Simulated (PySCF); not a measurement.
CH₄N₂S. Atoms are numbered in the order given.

```xyz
8

N     -0.0508    -1.1499     1.0486
C      0.0000     0.0000     0.3151
N      0.0508     1.1499     1.0486
S      0.0000     0.0000    -1.3526
H      0.2684    -1.1599     2.0117
H      0.0485    -2.0095     0.5235
H     -0.2684     1.1599     2.0117
H     -0.0485     2.0095     0.5235
```

Geometry optimised at B3LYP-D3(BJ)/def2-SVP. One conformer was computed; it need not be the lowest.

Computed with ωB97X/def2-TZVPD run with PySCF.

Isolated molecule, no solvent.

Problem. Estimate the frontier levels, gap, dipole moment and polarisability. (An estimate is asked for; the answer gives what the named calculation found.)

Solution. 
```json
{
  "highest_occupied_level": "-8.46 eV",
  "lowest_empty_level": "1.57 eV",
  "orbital_gap": "10.02 eV",
  "dipole_moment": "5.15 D",
  "quadrupole, principal values (traceless, Buckingham form, about the centre of nuclear charge)": "-8.02, 1.27, 6.75 D·Å",
  "mean_static_polarisability": "57.0 bohr³ (8.44 Å³)",
  "polarisability_principal_values": "40.7, 57.9, 72.4 bohr³"
}
```
